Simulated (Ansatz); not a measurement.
**SiH3Br (SMILES [SiH3]Br): the energy, rung by rung**

SiH3Br has 5 atoms, charge 0, and is taken as a singlet. As SMILES, `[SiH3]Br`. The shape is that of a PBE0-D4/def2-TZVP optimisation.

```jsonl
{"atom": "Si", "x (Å)": "-0.1474", "y (Å)": "0.0561", "z (Å)": "-0.0432"}
{"atom": "Br", "x (Å)": "1.8530", "y (Å)": "-0.7051", "z (Å)": "0.5433"}
{"atom": "H", "x (Å)": "-1.0646", "y (Å)": "-0.1052", "z (Å)": "1.1079"}
{"atom": "H", "x (Å)": "-0.6256", "y (Å)": "-0.7313", "z (Å)": "-1.2023"}
{"atom": "H", "x (Å)": "-0.0155", "y (Å)": "1.4856", "z (Å)": "-0.4056"}
```

Quantity: the energy change with the Si1–H3 bond stretched from 1.481 to 2.221 Å, in eV. The values are calculated.

```json
{"level": "PBE/STO-3G (restricted)", "kind": "GGA", "program": "Ansatz", "value (eV)": "2.88", "less FCI/STO-3G": "-0.02", "CPU time (all runs)": "3 s"}
{"level": "B3LYP/STO-3G (restricted)", "kind": "global hybrid", "program": "Ansatz", "value (eV)": "3.11", "less FCI/STO-3G": "+0.21", "CPU time (all runs)": "2.8 s"}
{"level": "r2SCAN0/STO-3G (restricted)", "kind": "hybrid meta-GGA", "program": "Ansatz", "value (eV)": "3.38", "less FCI/STO-3G": "+0.48", "CPU time (all runs)": "7.7 s"}
{"level": "wB97X/STO-3G (restricted)", "kind": "range-separated hybrid", "program": "Ansatz", "value (eV)": "3.44", "less FCI/STO-3G": "+0.54", "CPU time (all runs)": "13 s"}
{"level": "B2PLYP/STO-3G (restricted)", "kind": "double hybrid", "program": "Ansatz", "value (eV)": "3.29", "less FCI/STO-3G": "+0.39", "CPU time (all runs)": "3.9 s"}
{"level": "CCSD/STO-3G (restricted)", "kind": "coupled cluster or CI", "program": "Ansatz", "value (eV)": "2.94", "less FCI/STO-3G": "+0.04", "CPU time (all runs)": "0.69 s"}
{"level": "CCSDT(Q)/STO-3G (restricted)", "kind": "coupled cluster or CI", "program": "Ansatz", "value (eV)": "2.90", "less FCI/STO-3G": "0.00", "CPU time (all runs)": "2.7 s"}
{"level": "FCI/STO-3G", "kind": "exact in the basis", "program": "Ansatz", "value (eV)": "2.90", "less FCI/STO-3G": "0.00", "CPU time (all runs)": "9.9 s"}
```

FCI/STO-3G is exact within its basis and frozen core, so for wave-function methods in that basis the difference is their error; functionals converge differently with the basis, so for them it is only a difference. All-electron rows without a relativistic Hamiltonian named are non-relativistic. The first shape isn't each level's own minimum. The values span 2.88 to 3.44 eV. All rows use very small basis sets, so none should be taken for the real molecule's value. In the correlated wave-function rows the outer d shell of Br is correlated, in sets not made for it. In so small a basis fixed costs decide the times, and correlated methods can beat functionals. Times are those of the runs behind each value, whatever else they computed, on shared processors of several kinds: orders of magnitude only.
